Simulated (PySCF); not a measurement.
Induced dipoles and field energies

Species: C₅H₃F₂N.
Geometry (GFN2-xTB, Å), atoms numbered from 1 in this order:
```xyz
11
C5H3F2N angstrom
N     -2.3179   -1.6060    1.0359
C     -1.6048   -1.0522    0.3351
C     -0.7060   -0.3320   -0.5124
F     -0.7394   -0.7359   -1.8186
C     -0.4538    1.1466   -0.2498
C      0.5808    0.1537    0.0362
C      1.7886   -0.1416    0.4408
F      2.2492   -1.3965    0.4654
H     -0.9820    1.6143    0.5697
H     -0.3281    1.7774   -1.1194
H      2.5189    0.5748    0.7914
```

Level: CAM-B3LYP/def2-SVPD (PySCF); nuclei fixed, core orbitals frozen in the response. Permanent dipole (2.207, 4.159, -0.275) D (1 au = 2.5417 D). Static polarisability (au):

```
x   77.66  2.80  1.57
y    2.80 59.29 -4.99
z    1.57 -4.99 51.95
```

Only the terms in μ and α are kept: μ(F) = μ + αF and ΔE = −μ·F − ½ F·αF.

Q: What do fields of 0.257 V/Å (0.005 au) along the six axis directions do?

A: 
```json
{"field along": "+x", "induced x (D)": "0.987", "induced y (D)": "0.036", "induced z (D)": "0.020", "total size (D)": "5.278", "−μ·F (kJ/mol)": "-11.399", "−½F·αF (kJ/mol)": "-2.549"}
{"field along": "−x", "induced x (D)": "-0.987", "induced y (D)": "-0.036", "induced z (D)": "-0.020", "total size (D)": "4.310", "−μ·F (kJ/mol)": "+11.399", "−½F·αF (kJ/mol)": "-2.549"}
{"field along": "+y", "induced x (D)": "0.036", "induced y (D)": "0.754", "induced z (D)": "-0.063", "total size (D)": "5.411", "−μ·F (kJ/mol)": "-21.480", "−½F·αF (kJ/mol)": "-1.946"}
{"field along": "−y", "induced x (D)": "-0.036", "induced y (D)": "-0.754", "induced z (D)": "0.063", "total size (D)": "4.044", "−μ·F (kJ/mol)": "+21.480", "−½F·αF (kJ/mol)": "-1.946"}
{"field along": "+z", "induced x (D)": "0.020", "induced y (D)": "-0.063", "induced z (D)": "0.660", "total size (D)": "4.678", "−μ·F (kJ/mol)": "+1.420", "−½F·αF (kJ/mol)": "-1.705"}
{"field along": "−z", "induced x (D)": "-0.020", "induced y (D)": "0.063", "induced z (D)": "-0.660", "total size (D)": "4.846", "−μ·F (kJ/mol)": "-1.420", "−½F·αF (kJ/mol)": "-1.705"}
```

Q: For the field (0.0035, 0.0040, 0.0035) au, what is the induced dipole, and what angle does it make with the field?

A: αF = (0.733, 0.583, 0.425) D, at 12.7° to the field. The polarisability along this direction, F·αF/F², is 62.06 au, against a mean of 62.97 au.

Q: Which field along μ doubles the dipole in that direction (linear response)?

A: The polarisability along the dipole is 66.03 au, so F = 1.8555 au / 66.03 au = 0.0281 au = 1.45 V/Å; higher-order terms are ignored.

Q: What field makes μF equal to kT at 400 K?

A: kT = 1.2667 × 10⁻³ Eh, so F = 0.000683 au = 3.51 MV/cm.

Q: Induction energy −ᾱe²/2R⁴ of a unit charge at 10 Å, the molecule taken as a point?

A: R = 18.90 bohr, so the energy is −63.0/(2 × 18.90⁴) Eh = -0.648 kJ/mol. The charge–dipole term at its most favourable orientation, −μe/R², is -13.6 kJ/mol.

Geometry: GFN2-xTB; no solvent, vibrations or thermal averaging.
